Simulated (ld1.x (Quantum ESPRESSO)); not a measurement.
# What one change does to a pseudopotential (manganese (Mn), ultrasoft)

- Element: Mn
- Generator: ld1.x (Quantum ESPRESSO) 7.5
- Type: ultrasoft
- Functional: BLYP
- Relativity: fully relativistic
- Frozen core: [Ar]
- Valence charge: 7
- Reference configuration: 3d5 4s2 4p0
- Partial waves: 4s (bound): rcut 1.90, rcutus 2.35 bohr; 4s channel at 2.05 Ry: rcut 1.90, rcutus 2.35 bohr; 4p (bound, empty): rcut 2.60, rcutus 3.20 bohr; 4p channel at 2.9 Ry: rcut 2.60, rcutus 3.20 bohr; 3d (bound): rcut 1.60, rcutus 1.85 bohr; 3d channel at 3.05 Ry: rcut 1.60, rcutus 1.85 bohr
- Local potential: all-electron potential smoothed inside 1.75 bohr (lloc = -1)
- Core correction: Bessel-smoothed model core inside 1.30 bohr
- Augmentation charge: PSQ, inside the norm-conserving radii

Open shells are filled in proportion to 2j + 1 (rel_dist='average').

Change: all radii but the core radius scaled by about 1.29 (s 3.02, p 4.12, d 2.38 bohr, rcut 2.44/3.34/2.06); local potential all-electron potential smoothed inside 2.26 bohr (lloc = -1).

Cutoffs: the cutoffs (Ry, on a coarse ladder) from which the occupation-weighted sum of valence levels, in a spherical-Bessel basis at the reference potential, stays within 10 and 1 mRy of its value at 400 Ry; they do not see the model core or the augmentation charge, which bear on the density cutoff. Errors are all-electron minus pseudo energies relative to the spin-unpolarised reference configuration.

Problem. What does the change do?

Solution. The potential gets softer (30 Ry and 50 Ry → 18 Ry and 30 Ry); the number of tests that count goes from 7 to 5; of the 5 tests that both files solve, the error grows in 5 and shrinks in 0 by more than 15 % and 0.3 meV (median size 3.0 → 15.1 meV); neither file shows a bound ghost at the reference potential, the only one tested. A larger radius leaves more room for a smooth pseudo-wave, so fewer plane waves are needed. More of the atom is replaced by a form fitted at one configuration, so other configurations suffer.

| quantity | base | changed |
| --- | --- | --- |
| cutoff, loose | 30 Ry | 18 Ry |
| cutoff, tight | 50 Ry | 30 Ry |
| loose cutoff by channel (10 mRy a level) | s 6 Ry, d 30 Ry | s 6 Ry, d 15 Ry |
| bound ghosts | none | none |
| tests counted (converged, no solver errors) | 7 of 7 | 5 of 7 |
| error for 3d5 4s1 4p0, meV [ΔE 8.40 eV] | -1.8 | -9.2 |
| error for 3d5 4s0 4p0, meV [ΔE 24.17 eV] | -12 | -61 |
| error for 3d5 4s0 4p1, meV [ΔE 13.18 eV] | +3.0 | -15 |
| error for 3d5 4s1.5 4p0, meV [ΔE 3.33 eV] | -0.4 | -1.7 |
| error for 3d4 4s2 4p0, meV [ΔE 13.08 eV] | -178 | -366 |
| lowest overlap eigenvalue by channel | s 0.46, p1/2 0.69, p3/2 0.71, d3/2 0.90, d5/2 0.90 | s 0.66, p1/2 0.75, p3/2 0.72, d3/2 0.85, d5/2 0.85 |

Changed file: Tests not counted: 3d4 4s0 4p0 (solver errors, printed error -186 eV); 3d6 4s1 4p0 (solver errors, printed error -380 eV).
